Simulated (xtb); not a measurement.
C4H7FO, SMILES CO[C@@H]1C[C@@H]1F. All values are semi-empirical tight-binding results from xtb (GFN2-xTB unless named), good for trends rather than for accurate numbers. Coordinates come from a GFN2-xTB optimisation. The structure was generated by enumeration; whether it is a known compound was not checked. The values are those of a single conformer.

Question: Estimate the properties. (The exact figures need the calculation; the answer reports its results.)

Answer: 
```yaml
orbital_gap: 8.98 eV
dipole_moment: 3.55 D
zero_point_energy: 64.7 kcal/mol
G − E(el) at 298.15 K (modified RRHO): 45.7 kcal/mol
static polarisability (D4 model): 52.3 bohr³
solvation energy, GFN2-xTB/ALPB(water): -3.4 kcal/mol
solvation energy, GFN2-xTB/ALPB(dmf): -6.0 kcal/mol
```

Computed IR lines (harmonic; lines under 4 % of the strongest left out, lines within 3 cm⁻¹ merged):
ν (cm⁻¹): 90 (w), 466 (w), 590 (m), 860 (w), 869 (s), 1033 (m), 1055 (w), 1130 (vs), 1135 (m), 1181 (w), 1245 (m), 1297 (s), 1366 (m), 1443 (s), 1466 (w), 1485 (w), 2910 (s), 2932 (s), 2935 (s), 3036 (m), 3096 (w), 3120 (w) (against the strongest line: vs over 80 %, s over 45 %, m over 15 %, w over 4 %, vw less)
